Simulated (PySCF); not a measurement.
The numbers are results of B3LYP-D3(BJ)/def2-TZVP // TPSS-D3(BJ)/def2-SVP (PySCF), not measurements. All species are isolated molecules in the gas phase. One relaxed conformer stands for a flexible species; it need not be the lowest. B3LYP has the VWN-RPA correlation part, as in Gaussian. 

Reference species: [Zr(Cl)3(NH2)] (neutral, multiplicity 1).

| Quantity | Result |
|---|---|
| mean distance from the central atom to its bonded neighbours | 2.272 Å |
| LUMO | -2.51 eV |
| coordination number | 4 |

Changed species: [Zr(Cl)4] (0 of 4 Cl replaced by NH2; the reference has 1 of 4 Cl replaced by NH2).

### Question
What does the change do to the mean distance from the central atom to its bonded neighbours, LUMO and coordination number?

### Answer
the mean distance from the central atom to its bonded neighbours rises by 0.065 Å, to 2.337 Å; the LUMO falls by 0.49 eV, to -3.00 eV; the coordination number stays essentially unchanged.
